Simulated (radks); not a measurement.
Results of a calculation; reference values are marked as such.
Ionisation of Eu46+, [Ne] 3s2 3p5, to Eu47+, [Ne] 3s2 3p4, under several functionals. Scalar-relativistic Kohn-Sham, spin-polarised, spherical densities, finite nucleus; open shells are filled with parallel spins first (spin-orbit coupling, left out, can overturn this in heavy ions); a radial shooting solver on a logarithmic mesh with Libxc functionals.

functional                               E(Eu46+) (hartree)  Exc (hartree)  IE (eV)  -e(HOMO) (eV)  <r> HOMO (bohr)  IE error (eV)
BP86                                             -8892.3678      -141.3293   3975.8         3928.5           0.2243          +54.8
BLYP                                             -8891.9740      -140.9295   3974.9         3927.7           0.2243          +53.9
B86b exchange with PBE correlation               -8891.8933      -140.8518   3975.2         3928.0           0.2243          +54.2
exchange-only LDA                                -8881.2130      -130.1541   3970.6         3923.1           0.2243          +49.6
MS2 meta-GGA                                     -8891.5996      -140.2503   3974.4         3928.5           0.2245          +53.4
LDA (Slater exchange, VWN5 correlation)          -8883.3791      -132.3245   3974.1         3926.5           0.2243          +53.1

NIST Atomic Spectra Database: 3921 eV (theoretical). Closest: exchange-only LDA. The Delta-SCF values span 5.24 eV, the total energies 11.15 hartree. The highest occupied level is 3p. Open shells are spherical and high-spin; term and fine-structure splittings are not resolved. Spin-orbit splitting is averaged out at the scalar-relativistic level.
